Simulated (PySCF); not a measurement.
CH7FOSi3, SMILES F[SiH2][C@H]1O[SiH2][SiH2]1. Atoms are numbered in the order given.

```xyz
13

F     -2.6582     1.0629     0.4104
Si    -1.7381     0.1769    -0.6036
C     -0.3002    -0.5413     0.3653
O      0.4985    -1.2696    -0.6063
Si     2.0734    -0.6293    -0.5039
Si     0.9917     0.7251     1.0568
H     -1.2042     1.0801    -1.6614
H     -2.5951    -0.8875    -1.1936
H     -0.6549    -1.2254     1.1580
H      2.5384    -0.0669    -1.8069
H      3.0724    -1.6429    -0.0484
H      1.2889     0.6120     2.5155
H      0.7126     2.1517     0.7110
```

The structure is a stationary point at PBE0-D3(BJ)/def2-SVP. The structure was generated by enumeration; whether it is a known compound was not checked. The values are those of a single conformer.

All values below come from PBE/pcSseg-1 (PySCF).

GIAO shieldings, no solvent; atoms listed in one row are averaged. δ = σ(ref) − σ: ¹⁹F against CFCl3 (σ = 133.6 ppm); ²⁹Si against TMS (σ = 335.4 ppm); ¹³C against TMS (σ = 182.0 ppm); ¹⁷O against H2O (σ = 334.3 ppm); ¹H against TMS (σ = 31.49 ppm), references at their B3LYP-D3(BJ)/def2-TZVP geometries, non-relativistic.

```csv
nucleus,atoms,count,δ (ppm)
¹⁹F,F1,1,-247.4
²⁹Si,Si5,1,25.4
²⁹Si,Si2,1,-7.2
²⁹Si,Si6,1,-32.3
¹³C,C3,1,70.0
¹⁷O,O4,1,33.4
¹H,H11,1,6.61
¹H,H10,1,6.47
¹H,H8,1,5.62
¹H,H12,1,5.59
¹H,H9,1,5.48
¹H,H13,1,5.47
¹H,H7,1,5.41
```
